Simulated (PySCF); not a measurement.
C2H5Al. Atoms are numbered in the order given.

```xyz
8

Al    -0.0834     1.1721     0.0000
H     -1.6599     1.3682     0.0000
H      0.8992     2.4192     0.0000
C      0.5695    -0.6526     0.0000
C     -0.3035    -1.6650     0.0000
H      1.6270    -0.9168     0.0000
H      0.0003    -2.7106     0.0000
H     -1.3782    -1.4925     0.0000
```
Charge 0, spin multiplicity 1.

Geometry optimised at PBE0-D3(BJ)/def2-TZVP.

These are C-PCM-M06-2X/def2-SVP run with PySCF 2.14.0 values and carry that method's errors.

The values are the electrostatic part of the solvation free energy, E(continuum) − E(gas) at the gas-phase geometry, in a cavity of scaled van der Waals radii (PySCF's table); cavitation and dispersion terms are not included. A continuum can't describe solvent molecules that bind to the metal. In vacuum the orbital gap is 8.26 eV. The dipole moment in vacuum is 0.83 D.

| solvent | ε | ΔG(elec) (kcal/mol) | dipole (D) | gap (eV) |
|---|---|---|---|---|
| water | 78.36 | -3.8 | 0.98 | 8.47 |
| benzene | 2.27 | -2.1 | 0.91 | 8.38 |
| ethylethanoate | 5.99 | -3.2 | 0.95 | 8.44 |
